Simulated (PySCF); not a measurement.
# Core-level binding energies of `[AlH2][CH]1CCCC1`

Species: C5H11Al.
Numbering: `[AlH2:1][CH:2]1[CH2:3][CH2:4][CH2:5][CH2:6]1`

Method: delta-SCF UKS SCAN, pcX-2 on the ionised atom, pcseg-1 elsewhere, spin-free X2C (PySCF 2.14.0). Binding energies are ΔSCF values: E(core-ionised, relaxed orbitals) − E(ground state) at a fixed geometry, referred to the vacuum level.

**Question.** List the computed XPS lines with their assignment.

**Answer.** 
```json
{"atom(s)": "C2", "environment": "sp3 CH carbon", "level": "C 1s", "binding energy (eV)": "289.43", "above the level's lowest (eV)": "0.00", "count": "1"}
{"atom(s)": "C3/C6", "environment": "ring CH2 carbon", "level": "C 1s", "binding energy (eV)": "290.30", "above the level's lowest (eV)": "+0.87", "count": "2"}
{"atom(s)": "C4/C5", "environment": "ring CH2 carbon", "level": "C 1s", "binding energy (eV)": "290.42", "above the level's lowest (eV)": "+0.99", "count": "2"}
{"atom(s)": "Al1", "environment": "aluminium bonded to C and 2 H", "level": "Al 1s", "binding energy (eV)": "1566.59", "above the level's lowest (eV)": "0.00", "count": "1"}
```

Lowest listed C 1s: C2, bonded to 2 C, H and Al. Highest, 0.99 eV above it: C4/C5, bonded to 2 C and 2 H. Summing the Pauling electronegativity differences to the bonded atoms, each weighted by its formal bond order, gives -1.29 for the lowest site and -0.70 for the highest; no listed site has a larger sum than the highest.

**Question.** Which effective nuclear charge Zeff reproduces each element's mean 1s value in the hydrogen-like formula E = 13.606 eV × Zeff²?

**Answer.** C (Z = 6): mean 290.2 eV, Zeff = 4.62, Z − Zeff = 1.38; Al (Z = 13): mean 1566.6 eV, Zeff = 10.73, Z − Zeff = 2.27. Means run over the listed sites, weighted by atom count.

**Question.** Which photon energy gives electrons from C 1s of C3/C6 a kinetic energy of 150 eV, and what is their de Broglie wavelength?

**Answer.** hν = 290.30 + 150 = 440.30 eV, recoil neglected; λ = 12.264 Å/√(E/eV) = 1.00 Å.

One atom of each set of topologically equivalent atoms was ionised and stands for the set; in this conformer not all members are related by symmetry, and their own values weren't computed. One conformer (not necessarily the lowest) at the PBE0-D3(BJ)/def2-SVP geometry, without solvent, vibrations or thermal averaging.
